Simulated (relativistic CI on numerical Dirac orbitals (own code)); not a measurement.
Inner-shell lines of Au65+

Method of calculation: Dirac-Coulomb-Breit CI, KLI orbitals optimised for each configuration, model QED, valence Slater integrals scaled by 0.9 (own radial code, finite nucleus).

CI space (outside the closed core 1s2 2s2): 2p⁶3s²3p², 2p⁵3s²3p²3d, 2p⁵3s²3p²4s, 2p⁵3s²3p²4d, 2p⁵3s3p³4s, 2p⁶3s3p³. Levels of other configurations are missing.

The table holds the strongest lines. The upper levels have an inner-shell vacancy. Auger decay, open to those above the ionisation limit, is not computed, and radiative decays to configurations outside the model are missing too. Absolute energies can be off by a few tenths of a per cent, and at this charge the scaling can make term splittings too narrow, so close lines can change order. LS names give the leading component, which can be well under half, for lower levels too. Brackets number the levels in order of energy.

```tsv
λ (Å)	Upper	Lower	A (s⁻¹)	gA (s⁻¹)
1.19897	2p⁵3s²3p²3d ³D°3 [67]	2p⁶3s²3p² ¹D2 [3]	6.71e+14	4.70e+15
1.19883	2p⁵3s²3p²3d ³D°3 [104]	2p⁶3s²3p² ³P2 [6]	1.15e+15	8.03e+15
1.19838	2p⁵3s²3p²3d ³P°2 [66]	2p⁶3s²3p² ³P1 [2]	1.30e+15	6.48e+15
1.19732	2p⁵3s²3p²3d ³D°1 [23]	2p⁶3s²3p² ³P0 [1]	3.47e+15	1.04e+16
1.19672	2p⁵3s²3p²3d ¹F°3 [72]	2p⁶3s²3p² ¹D2 [3]	2.38e+15	1.66e+16
1.19651	2p⁵3s²3p²3d ³D°3 [110]	2p⁶3s²3p² ³P2 [6]	1.54e+15	1.08e+16
1.19641	2p⁵3s²3p²3d ³D°2 [70]	2p⁶3s²3p² ³P1 [2]	1.63e+15	8.17e+15
1.19633	2p⁵3s²3p²3d ¹D°2 [74]	2p⁶3s²3p² ¹D2 [3]	3.14e+15	1.57e+16
1.19616	2p⁵3s²3p²3d ³D°1 [71]	2p⁶3s²3p² ³P1 [2]	2.97e+15	8.92e+15
1.1961	2p⁵3s²3p²3d ¹P°1 [115]	2p⁶3s²3p² ¹S0 [7]	3.33e+15	9.99e+15
1.196	2p⁵3s²3p²3d ¹P°1 [75]	2p⁶3s²3p² ¹D2 [3]	3.13e+15	9.38e+15
1.19548	2p⁵3s²3p²3d ³P°2 [112]	2p⁶3s²3p² ³P2 [6]	2.83e+15	1.42e+16
1.19502	2p⁵3s²3p²3d ³P°1 [114]	2p⁶3s²3p² ³P2 [6]	3.14e+15	9.42e+15
1.19325	2p⁵3s²3p²3d ³D°3 [116]	2p⁶3s²3p² ³P2 [6]	6.98e+14	4.88e+15
1.02685	2p⁵3s²3p²3d ³D°2 [127]	2p⁶3s²3p² ¹D2 [3]	7.35e+14	3.67e+15
1.02651	2p⁵3s²3p²3d ³D°1 [126]	2p⁶3s²3p² ³P1 [2]	1.75e+15	5.26e+15
1.02648	2p⁵3s²3p²3d ¹F°3 [129]	2p⁶3s²3p² ¹D2 [3]	1.56e+15	1.09e+16
1.02605	2p⁵3s²3p²3d ³D°2 [127]	2p⁶3s²3p² ³P1 [2]	1.05e+15	5.26e+15
1.02578	2p⁵3s²3p²3d ³D°1 [119]	2p⁶3s²3p² ³P0 [1]	2.19e+15	6.56e+15
1.02523	2p⁵3s²3p²3d ³F°2 [159]	2p⁶3s²3p² ³P2 [6]	1.51e+15	7.54e+15
1.02509	2p⁵3s²3p²3d ³P°1 [160]	2p⁶3s²3p² ³P2 [6]	2.03e+15	6.10e+15
1.02499	2p⁵3s²3p²3d ³P°2 [130]	2p⁶3s²3p² ¹D2 [3]	9.73e+14	4.86e+15
1.0247	2p⁵3s²3p²3d ³D°1 [163]	2p⁶3s²3p² ¹S0 [7]	2.01e+15	6.04e+15
1.02465	2p⁵3s²3p²3d ³D°3 [161]	2p⁶3s²3p² ³P2 [6]	2.15e+15	1.51e+16
1.02465	2p⁵3s²3p²3d ³P°1 [131]	2p⁶3s²3p² ¹D2 [3]	2.08e+15	6.24e+15
1.02419	2p⁵3s²3p²3d ³P°2 [130]	2p⁶3s²3p² ³P1 [2]	1.05e+15	5.23e+15
1.02345	2p⁵3s²3p²3d ³F°3 [133]	2p⁶3s²3p² ¹D2 [3]	5.83e+14	4.08e+15
0.922909	2p⁵3s²3p²4d ³D°1 [183]	2p⁶3s²3p² ³P0 [1]	1.24e+15	3.73e+15
0.922583	2p⁵3s²3p²4d ³D°2 [246]	2p⁶3s²3p² ³P1 [2]	6.99e+14	3.50e+15
0.922156	2p⁵3s²3p²4d ¹F°3 [261]	2p⁶3s²3p² ¹D2 [3]	6.50e+14	4.55e+15
0.922155	2p⁵3s²3p²4d ¹D°2 [262]	2p⁶3s²3p² ¹D2 [3]	7.04e+14	3.52e+15
0.921877	2p⁵3s²3p²4d ³P°2 [344]	2p⁶3s²3p² ³P2 [6]	1.02e+15	5.09e+15
0.92174	2p⁵3s²3p²4d ³S°1 [345]	2p⁶3s²3p² ³P2 [6]	1.21e+15	3.64e+15
0.812277	2p⁵3s²3p²4d ³P°2 [453]	2p⁶3s²3p² ³P2 [6]	7.63e+14	3.81e+15
0.812234	2p⁵3s²3p²4d ³D°3 [455]	2p⁶3s²3p² ³P2 [6]	7.83e+14	5.48e+15
```
